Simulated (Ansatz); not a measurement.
A structure relaxed at B3LYP-D4/def2-SVP in Ansatz, charge 0, singlet:

Cartesian coordinates in Å:
```
In 0.460 0.205 0.975
In -0.955 -0.304 -2.007
O -0.988 -1.279 0.347
O 0.071 -2.108 -0.210
O 1.040 -1.112 -0.644
O -0.351 1.457 -0.476
H 1.137 0.723 2.450
H -0.413 2.419 -0.434
```

Task: Give its formula and point group.

Result: In₂O₄H₂. Point group Cs (tolerance 0.1 Å).

Task: Summarise the bond lengths by kind (pairs closer than 1.2 times the sum of covalent radii, bridged metal pairs left out).

Result: 4 × In–O 2.08 to 2.41 Å; 2 × O–O 1.46 Å; 1 × H–O 0.97 Å; 1 × H–In 1.70 Å.

In the def2 sets In takes a core potential; there is no spin–orbit coupling. The structure holds 2 bonds between oxygen atoms, so isomers without such links may lie far lower. Another isomer (singlet) lies 3.64 eV lower at PBE0-D4/def2-TZVP; other spin states weren't run for this one.
